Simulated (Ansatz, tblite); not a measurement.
Removing and adding an electron: the cluster In₂P. Charge 0, multiplicity 2. Geometry: r2SCAN-D4/def2-TZVP. Ansatz, gas phase; energy differences of separate SCF runs; the oxidised species is a triplet (the singlet lies 0.94 eV higher at PBE0-D4/def2-TZVP); the reduced species is a singlet (the triplet lies 1.64 eV higher at PBE0-D4/def2-TZVPD).

```xyz
3

In   -0.149   -2.000    1.008
In   -0.419    1.575   -1.543
P     0.568    0.425    0.535
```

In the def2 sets In takes a core potential; there is no spin–orbit coupling. The xTB rows come from tblite. The structure comes from a short search, and lower isomers may exist.

```csv
level,−HOMO (eV),vertical IE (eV),−LUMO (eV),vertical EA (eV),HOMO–LUMO gap (eV),IE − EA (eV)
GFN1-xTB,–,10.35,–,5.98,–,4.37
GFN2-xTB,–,10.52,–,5.11,–,5.41
PBE-D4/def2-TZVP,4.52,6.87,4.32,–,0.21,–
PBE-D4/def2-TZVPD,4.54,–,4.33,2.25,0.21,–
r2SCAN-D4/def2-TZVP,4.72,6.94,4.04,–,0.69,–
r2SCAN-D4/def2-TZVPD,4.73,–,4.04,2.20,0.69,–
PBE0-D4/def2-TZVP,5.28,6.89,3.37,–,1.91,–
PBE0-D4/def2-TZVPD,5.30,–,3.38,2.10,1.92,–
```

   HOMO and LUMO are the levels of the spin that leaves or enters (xTB has no such levels and no spin-polarisation term). Other spin states of the ions may lie lower, which would lower the ionisation energy or raise the affinity. Raw xTB energy differences between charge states are shifted by several eV; the methods need an empirical correction for them.
